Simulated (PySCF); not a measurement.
Bond curve of CsLi

Set-up: Cs def2-SVP with ECP46, Li def2-SVP; scalar-relativistic core potentials (PySCF 2.14). Energies in eV from Cs + Li in their ground configurations at the same level. All curves are PBE0. state 1: ¹Σ⁺ (singlet), closed shell; state 2: ³Σ⁺ (triplet), unpaired electrons σ ↑↑, a second solution, started from another occupation; state 3: ³Π (triplet), unpaired electrons σ ↑, π ↑, a second solution, started from another occupation; state 4: Ms = 0 determinant of mixed spin (⟨S²⟩ near 1.0), unpaired electrons σ ↑, π ↓, a second solution, started from another occupation.

```json
{"R (Å)": "3.259", "state 1": "-0.4579", "state 2": "0.3898", "state 3": "0.5443", "state 4": "0.9987"}
{"R (Å)": "3.411", "state 1": "-0.5319", "state 2": "0.2775", "state 3": "0.5156", "state 4": "0.9473"}
{"R (Å)": "3.563", "state 1": "-0.5757", "state 2": "0.1894", "state 3": "0.5092", "state 4": "0.9182"}
{"R (Å)": "3.676", "state 1": "-0.5923", "state 2": "0.1367", "state 3": "0.5164", "state 4": "0.9084"}
{"R (Å)": "3.790", "state 1": "-0.5973", "state 2": "0.0936", "state 3": "0.5319", "state 4": "0.9070"}
{"R (Å)": "3.904", "state 1": "-0.5928", "state 2": "0.0589", "state 3": "0.5544", "state 4": "0.9124"}
{"R (Å)": "4.055", "state 1": "-0.5747", "state 2": "0.0232", "state 3": "0.5928", "state 4": "0.9276"}
{"R (Å)": "4.245", "state 1": "-0.5374", "state 2": "-0.0079", "state 3": "0.6506", "state 4": "0.9554"}
{"R (Å)": "4.472", "state 1": "-0.4778", "state 2": "-0.0306", "state 3": "0.7286", "state 4": "0.9957"}
{"R (Å)": "4.775", "state 1": "-0.3836", "state 2": "-0.0443", "state 3": "0.8371", "state 4": "1.0517"}
```

**Question.** Put a parabola through the three lowest points of the state 1 curve and estimate Re, k and ωe (reduced mass 6.664 u; 1 eV/Å² = 0.16022 mdyn/Å; ωe = 1302.8·√(k/μ) cm⁻¹).

**Answer.** Through R = 3.676, 3.79, 3.904 Å the second-order coefficient is 0.365 eV/Å², so Re ≈ 3.793 Å, k ≈ 0.117 mdyn/Å and ωe ≈ 173 cm⁻¹. A polynomial fit of higher order to the unrounded PBE0 energies gives Re = 3.789 Å, k = 0.119 mdyn/Å, ωe = 174 cm⁻¹; anharmonicity and rounding make the difference.

The higher-order fit for each curve: state 1: Re = 3.789 Å, ωe = 174 cm⁻¹, De = 0.60 eV; state 2: Re = 5.008 Å, ωe = 55.6 cm⁻¹, minimum 0.047 eV below the ground-state fragments; state 3: Re = 3.536 Å, ωe = 182 cm⁻¹, minimum 0.51 eV above the ground-state fragments; state 4: Re = 3.754 Å, ωe = 151 cm⁻¹, minimum 0.91 eV above the ground-state fragments.

Closed-shell solutions of metal pairs were not tested for spin polarisation, which can lower them a little. Spin–orbit coupling is left out. Counting both spins, an empty level lies below a filled one in some of these solutions, because spin and occupation are held.
